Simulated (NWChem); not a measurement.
C4H4OSi; SMILES C(#C)C1=CO[SiH2]1

```xyz
10

C      0.1616    -3.0313     0.0000
C      0.0154    -1.8239     0.0000
C     -0.1106    -0.4255     0.0000
C     -1.2015     0.3917     0.0000
O     -0.8363     1.7024     0.0000
Si     0.8296     1.1759     0.0000
H      0.2814    -4.0986     0.0000
H     -2.2742     0.1623     0.0000
H      1.5477     1.6186    -1.2245
H      1.5477     1.6186     1.2245
```
Atoms are numbered in this order, from 1.

Level: PBE0/def2-SVP (NWChem), optimised geometry, unscaled harmonic frequencies. 

Q: List the harmonic frequencies with IR intensities, and the thermochemistry.

A: 
```tsv
frequency (cm⁻¹)	IR intensity (km/mol)
160	1.0
171	2.0
298	7.1
467	8.8
492	6.0
560	24.2
609	0.4
634	49.0
650	18.2
676	85.7
695	34.8
733	31.8
777	22.2
947	14.7
968	185.5
1163	215.2
1200	46.7
1297	59.5
1640	93.6
2228	34.2
2269	105.9
2282	104.4
3197	7.1
3492	110.1
```

```
Quantity                                                                            Value
-----------------------------------------------------------------------  ----------------
zero-point energy                                                           39.4 kcal/mol
thermal correction to the enthalpy at 298.15 K (with zero-point energy)     43.9 kcal/mol
heat capacity Cv                                                         22.7 cal/(mol K)
entropy at 298.15 K and 1 atm (symmetry number 1)                        77.6 cal/(mol K)
dipole moment                                                                      0.76 D
```

Rigid rotor and harmonic oscillator.
